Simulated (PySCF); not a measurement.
CH3O3Re, SMILES [O]=[Re](=[O])([CH3])=[O] (connectivity only; charge and spin as stated), charge +1, multiplicity 2. Atoms are numbered in the order given.

```xyz
8

Re    -0.0210     0.0664     0.0000
O     -0.9393     0.2961    -1.3901
O     -0.9393     0.2961     1.3901
O      1.5272     1.0757     0.0000
C      0.4600    -1.9235     0.0000
H     -0.4661    -2.5281     0.0000
H      1.0479    -2.1268     0.9151
H      1.0479    -2.1268    -0.9151
```
Charge +1, spin multiplicity 2.

Geometry optimised at B3LYP-D3(BJ)/def2-SVP. The multiplicity is an assumed one; no other spin state was optimised. The isomer is the one that the SMILES or the coordinates give; other isomers of the formula were not compared. The def2 effective core potentials stand for the cores of Re; spin–orbit coupling is left out.

These are M06-2X/def2-TZVP run with PySCF values and carry that method's errors.

ESP charges are fitted to the potential on shells at 1.4 to 2.0 van der Waals radii. Atomic charges (e):

```tsv
atom	ESP fit	Löwdin	Mulliken	Mulliken spin
Re1	1.35	1.13	1.51	-0.18
O2	-0.21	-0.12	-0.25	0.10
O3	-0.21	-0.12	-0.25	0.10
O4	-0.06	-0.01	-0.14	1.00
C5	-0.82	-0.40	-0.62	-0.01
H6	0.31	0.18	0.26	0.00
H7	0.31	0.17	0.25	0.00
H8	0.31	0.17	0.25	0.00
```
